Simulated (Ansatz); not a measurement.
C$_{2}$H$_{8}$BNSi, SMILES `CN1B[SiH]1C`. Charge 0, multiplicity 1.

Cartesian coordinates in Å:
```
C -1.6074 -0.9143 -0.8587
N -0.8414 0.1573 -0.2824
B -1.0562 1.2885 0.4759
Si 0.7437 0.8873 -0.0647
C 2.0109 -0.1016 0.8877
H -1.4990 -0.9206 -1.9469
H -2.6666 -0.8054 -0.6132
H -1.2597 -1.8813 -0.4848
H -2.0161 1.8000 0.9597
H 1.3533 1.3854 -1.3307
H 2.4327 -0.9036 0.2765
H 2.8361 0.5465 1.1960
H 1.5697 -0.5383 1.7857
```

Give the diagnostics of a CCSD(T)/def2-TZVPP run (frozen core, Ansatz 0.2.0). (Estimate.)

Computed: T1 = 0.0128, largest single amplitude 0.026, largest double 0.026, (T) share of the correlation energy 4.1 %, 9 CCSD cycles. The RHF solution is stable towards an unrestricted one. T1 lies under the customary mark of 0.02 for closed shells.
